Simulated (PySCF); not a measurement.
## How methods differ on the excitation energy of Te

Te [Kr] 4d10 5s2 5p4 (3P) → Te [Kr] 4d10 5s2 5p3 5d1 (5D), as a difference of total energies. All numbers are calculated (PySCF 2.14, scalar relativity by spin-free X2C-1e, in aug-cc-pVTZ-DK3 (8s7p5d2f, 68 functions)). Correlated levels: valence: [Kr] 4d10 frozen. The calculations carry no spin-orbit coupling.

| method | excitation energy (cm⁻¹) | error (cm⁻¹) |
| --- | --- | --- |
| UHF | 51107 | -2569 |
| MP2 (valence) | 54489 | +813 |
| SCS-MP2 (valence) | 55743 | +2067 |
| CCSD (valence) | 55235 | +1559 |
| CCSD(T) (valence) | 55401 | +1725 |

Reference: 53676 cm⁻¹ (measured; NIST levels, between the centres of gravity of the two terms).

Errors of the correlated levels include the incompleteness of this basis and the frozen core.

The promoted electron is Rydberg-like, and one or two diffuse shells describe it only roughly, which tends to raise the upper state.
